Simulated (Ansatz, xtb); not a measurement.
# Relative energy of two isomers of C4H8B2O

We compare X, `C#CBOBCC`, a singlet, with Y, `BOB/C=C/C=C`, a singlet. Both are isolated molecules in the gas phase, relaxed with B3LYP/def2-SVP; the shapes shown needn't be the lowest conformers.

X (Å):

```
atom    x (Å)    y (Å)    z (Å)
   C  -1.9547   3.6830   0.9796
   C  -1.9301   2.5325   0.5796
   C   1.2771  -0.7499  -0.4745
   C   2.6699  -0.6629  -1.1153
   B  -1.9521   1.0772   0.0958
   B   0.1334   0.0260  -1.2284
   O  -0.9050   0.5599  -0.5594
   H  -1.9735   4.6985   1.3314
   H  -2.9132   0.3743   0.3008
   H   0.1184   0.1372  -2.4363
   H   0.9417  -1.8093  -0.4757
   H   1.3075  -0.4607   0.5907
   H   3.0605   0.3679  -1.0944
   H   3.4024  -1.2995  -0.5936
   H   2.6479  -0.9794  -2.1708
```

Y (Å):

```xyz
15

C     0.8063   -0.1397    0.4167
C     2.0327   -0.2601    0.9841
C     3.2593    0.3276    0.4685
C     4.4617    0.1881    1.0545
B    -2.8646   -0.5696   -0.1053
B    -0.4465   -0.8013    1.0326
O    -1.6584   -0.6738    0.4516
H    -3.5808    0.3510    0.2162
H    -3.2075   -1.3965   -0.9193
H    -0.3809   -1.4525    2.0517
H     0.7262    0.4488   -0.5079
H     2.1308   -0.8450    1.9085
H     3.1731    0.9144   -0.4540
H     4.5815   -0.3914    1.9757
H     5.3612    0.6457    0.6349
```

Estimate E(Y) − E(X) at the level CCSD(T)/def2-SVP + ΔMP2/def2-TZVPP.

Calculated at CCSD(T)/def2-SVP + ΔMP2/def2-TZVPP: E(Y) − E(X) = −5.2 kcal/mol, so structure Y lies lower.

The same difference at several levels:

| level | geometry | E(Y) − E(X) (kcal/mol) | departure from the last row (kcal/mol) | job, with rough time for the two |
| --- | --- | --- | --- | --- |
| GFN2-xTB | GFN2-xTB | −11.1 | −6.0 | optimisation, 0.42 s |
| HF/STO-3G | GFN2-xTB | +13.0 | +18.2 | single point, 0.44 s |
| r2SCAN-D4/def2-SVP | GFN2-xTB | −8.3 | −3.1 | single point, 3.8 s |
| B3LYP/def2-SVP | B3LYP/def2-SVP | −8.1 | −2.9 | optimisation, 96 s |
| HF/def2-SVP | B3LYP/def2-SVP | −5.8 | −0.6 | part of the CCSD(T) run |
| MP2/def2-SVP | B3LYP/def2-SVP | −2.5 | +2.7 | part of the CCSD(T) run |
| CCSD(T)/def2-SVP | B3LYP/def2-SVP | −5.5 | −0.3 | single point |
| CCSD(T)/def2-SVP + ΔMP2/def2-TZVPP | B3LYP/def2-SVP | −5.2 |  | single point, 77 s |

As drawn, Y has 2 C=C, 1 B–H in place of 1 C≡C, 1 C–B, 1 C–H.

HF/STO-3G puts the two in the other order. The largest departure from CCSD(T)/def2-SVP + ΔMP2/def2-TZVPP is that of HF/STO-3G, 18.2 kcal/mol. The last row adds to CCSD(T) the change of the MP2 difference between the two basis sets, here +0.3 kcal/mol.

With thermal terms from frequencies at re-optimised GFN2-xTB minima (ideal gas, soft modes damped towards free rotors, one conformer each, 298.15 K, 1 atm): the zero-point term adds −1.0 kcal/mol; ΔH is −6.5 and ΔG −5.6 kcal/mol.

The correlated steps freeze 7 core orbitals. Run with Ansatz 0.2.0, xtb 6.7.1; the last row on 4 threads of Arm Neoverse V1 on a shared host.
